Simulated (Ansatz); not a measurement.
Stepwise reaction of `[O]=[W]([OH])([Cl])([Cl])[Cl]` with hydrogen fluoride, as a gas-phase model of exchange steps in deposition or etching. ΔE in kJ/mol; ΔG adds harmonic PBE0-D4 terms to CCSD(T)/CBS, at 1 bar.

Isolated molecules relaxed with PBE0-D4/def2-TZVP in Ansatz; ΔE leaves out vibrations. CBS: MP2 limit from def2 TZ/QZ plus the TZ coupled-cluster correction, frozen cores. This one scheme is used for every species. Functionals use def2-TZVPP. B3LYP here is the variant with VWN-RPA as its local correlation; programs differ in this. Elements past krypton have def2 core potentials. For W outer-core shells are correlated without core-valence functions, which leaves a few kJ/mol of doubt a bond. Each species was taken in one conformer, which may not be the lowest.

```csv
step,reaction,PBE-D4,B3LYP-D4,ωB97M-V,CCSD(T)/CBS,ΔG(500 K)
1,`[O]=[W]([OH])([Cl])([Cl])[Cl]` + H–F → `[O]=[W]([OH])([F])([Cl])[Cl]` + HCl,-14.3,-17.8,-22.2,-7.0,-11.7
2,`[O]=[W]([OH])([F])([Cl])[Cl]` + H–F → `[O]=[W]([OH])([F])([F])[Cl]` + HCl,-18.6,-22.9,-26.4,-12.5,-23.2
```

Give the row of step 3, `[O]=[W]([OH])([F])([F])[Cl]` + H–F → `[O]=[W]([OH])([F])([F])[F]` + HCl. (Best estimate.)

The calculation gave: 
| step | reaction | PBE-D4 | B3LYP-D4 | ωB97M-V | CCSD(T)/CBS | ΔG(500 K) |
| --- | --- | --- | --- | --- | --- | --- |
| 3 | `[O]=[W]([OH])([F])([F])[Cl]` + H–F → `[O]=[W]([OH])([F])([F])[F]` + HCl | -23.9 | -26.8 | -27.8 | -15.8 | -17.0 |

By hand: ΔE of the 3 steps together at CCSD(T)/CBS.

(-7.0) + (-12.5) + (-15.8) = -35.3 kJ/mol, or -11.8 kJ/mol a step.

In ΔE each step is lower than the one before. All are downhill at CCSD(T)/CBS. ΔG lies between -23.2 and -11.7 kJ/mol a step. PBE-D4 differs from CCSD(T)/CBS by -8.1 to -6.1 kJ/mol a step. Only this route is followed, and other bonds may react first. Isolated molecules leave out the surface, adducts and barriers. Largest T1 diagnostic: 0.021.
